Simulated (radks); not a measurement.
The numbers below are computed, except where a source is named.
Orbital eigenvalues (eV) of neutral manganese, [Ar] 3d5 4s2, at several levels of relativity; Dirac values are averaged over j with weights 2j + 1. Spin-unpolarised spherical Kohn-Sham, BLYP, point nucleus unless stated (finite: rms radius 3.7057 fm), a radial shooting solver on a logarithmic mesh with Libxc functionals. A level marked "c x" has the speed of light scaled by that factor and shares open shells by 2j + 1; other Dirac levels either fill j = l - 1/2 first or share by 2j + 1.

| shell | non-rel. | Dirac, 2j+1 shares | Dirac, c x 2 | Dirac, c x 100 | change of magnitude, last against first (%) |
|---|---|---|---|---|---|
| 1s | -6376.1 | -6430.4 | -6389.5 | -6376.1 | 0.00 |
| 2s | -732.78 | -743.77 | -735.49 | -732.78 | 0.00 |
| 2p | -628.32 | -630.25 | -628.80 | -628.32 | 0.00 |
| 3s | -83.887 | -85.569 | -84.301 | -83.888 | 0.00 |
| 3p | -54.075 | -54.375 | -54.148 | -54.075 | 0.00 |
| 3d | -6.9014 | -6.6637 | -6.8418 | -6.9014 | 0.00 |
| 4s | -4.9431 | -5.0223 | -4.9624 | -4.9431 | 0.00 |
